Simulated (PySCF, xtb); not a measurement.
BH, SMILES [BH] (connectivity only; charge and spin as stated), neutral, multiplicity 1.

Harmonic wavenumbers (cm⁻¹) from GFN2-xTB in xtb 6.7.1 at its own minimum, in rising order: 2716.

Problem. What does PySCF 2.14.0 with PBE-D3(BJ)/def2-TZVPD give at its own minimum? (An estimate is asked for; the answer gives what the named calculation found.)

Solution. 2242. Paired by order, the mean absolute difference is 473 cm⁻¹ and the zero-point energies are 3.9 and 3.2 kcal/mol.
